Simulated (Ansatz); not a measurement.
Ga(Me)(AsH2) (CH5AsGa), SMILES [AsH2][Ga][CH3], multiplicity 2.

Geometry: B3LYP-D3(BJ)/def2-SVP. The multiplicity is an assumed one; no other spin state was optimised. The isomer is the one that the SMILES or the coordinates give; other isomers of the formula were not compared.

Two levels are set side by side: PBE/def2-SVPD (Ansatz, an electronic-structure program) and CAM-B3LYP/def2-SVPD (Ansatz). Energy differences of separate SCF runs at the same geometry; the states with an electron removed or added have multiplicity 1 and 1. Differences are taken from unrounded values.

```json
[
 {"quantity": "vertical ionisation energy (eV)", "CAM-B3LYP": "7.22"},
 {"quantity": "vertical electron affinity (eV)", "CAM-B3LYP": "1.07"}
]
```

Q: What does PBE give, and how far is it from CAM-B3LYP? (The exact figures need the calculation; the answer reports its results.)

A: 
```csv
quantity,PBE,PBE minus CAM-B3LYP
vertical ionisation energy (eV),6.99,-0.23
vertical electron affinity (eV),1.00,-0.07
```
